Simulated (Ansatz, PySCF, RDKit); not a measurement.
Noncovalent pair: BH3O (SMILES BO) (first 5 atoms) with BH3O (SMILES BO); geometry from B3LYP-D3(BJ)/def2-TZVP.
(charge 0, multiplicity 1):
```xyz
10

B     -0.78249     0.03356    -0.55957
O     -0.05464     0.10726     0.58400
H     -1.92538    -0.27308    -0.44198
H     -0.26913     0.27112    -1.61052
H      0.86930     0.35719     0.46689
B      0.86519    -0.01032     3.86085
O     -0.36588    -0.26582     3.38856
H      1.04313    -0.09013     5.03834
H      1.75613     0.28985     3.10976
H     -0.42931    -0.18001     2.42239
```

Monomers are frozen at their geometry in the pair; levels with a basis set take the counterpoise correction. RDKit's UFF carries no charges.

Run with Ansatz (Gaussian orbitals); PySCF for the dispersion terms; RDKit for the force fields. 

**Question.** One of these levels gives -251.5 meV for the interaction energy. Which one is it?
(A) B3LYP/def2-TZVPPD
(B) PBE-D3(BJ)/def2-TZVPPD
(C) UFF

**Answer.** B, PBE-D3(BJ)/def2-TZVPPD. The others give 977.2 (UFF), -195.0 (B3LYP/def2-TZVPPD)

Ansatz is an electronic-structure program.
